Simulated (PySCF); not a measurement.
The same groups moved round the core (trisilane hydroxy+silyl). All species are isolated molecules in the gas phase. One relaxed conformer stands for each flexible species; it need not be the lowest. Strings in code marks are SMILES.

The vertical ionisation energy (Delta-SCF) from two functionals at the same geometries (PBE0-D3(BJ)/def2-TZVP), both in PySCF: PBE-D3(BJ)/def2-TZVP and PBE0-D3(BJ)/def2-TZVP. Delta-SCF ions had no search for a lower state. 

```csv
species,PBE0-D3(BJ)/def2-TZVP (eV)
`O[SiH2][SiH2][SiH2][SiH3]`,9.41
"`O[Si@@H]([SiH3])[SiH2][SiH3]` (H–O–Si–Si torsion 56°, Si–Si–Si–Si torsion 172°)",9.07
`O[Si]([SiH3])([SiH3])[SiH3]` (H–O–Si–Si torsion 60°),9.12
```

Q: What does PBE-D3(BJ)/def2-TZVP give for each?

A: 
- `O[SiH2][SiH2][SiH2][SiH3]`: 9.13
- `O[Si@@H]([SiH3])[SiH2][SiH3]` (H–O–Si–Si torsion 56°, Si–Si–Si–Si torsion 172°): 8.79
- `O[Si]([SiH3])([SiH3])[SiH3]` (H–O–Si–Si torsion 60°): 8.84
Over these rows, drawn at random from the members with no instability flagged (it was tested for open shells, ions and some series alone), PBE minus PBE0-D3(BJ): mean -0.29 eV, from -0.29 eV to -0.28 eV.
